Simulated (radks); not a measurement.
Valence configurations of Ti3+ (all share [Ar]). Calculated with a radial shooting solver on a logarithmic mesh with Libxc functionals: non-relativistic Kohn-Sham, r2SCAN, spin-polarised, spherical densities, point nucleus; open shells are filled with parallel spins first; meta-GGA in the generalised Kohn-Sham scheme. Energies are relative to 3d1; eigenvalues in eV for spin up.

| valence | E (eV) | moment (Bohr magnetons) | e(3d) | e(4p) | e(4s) |
|---|---|---|---|---|---|
| 3d1 | 0.000 | 1 | -34.958 | - | - |
| 3d0.5 4s0.5 | 4.953 | 1 | -37.992 | - | -27.791 |
| 4p1 | 16.198 | 1 | - | -24.079 | - |
| 4s1 | 10.321 | 1 | - | - | -29.641 |

NIST lists [Ar] 3d1 as the ground configuration; this level of theory agrees among the configurations tried. The energies are those of spherical high-spin densities, not of single terms.
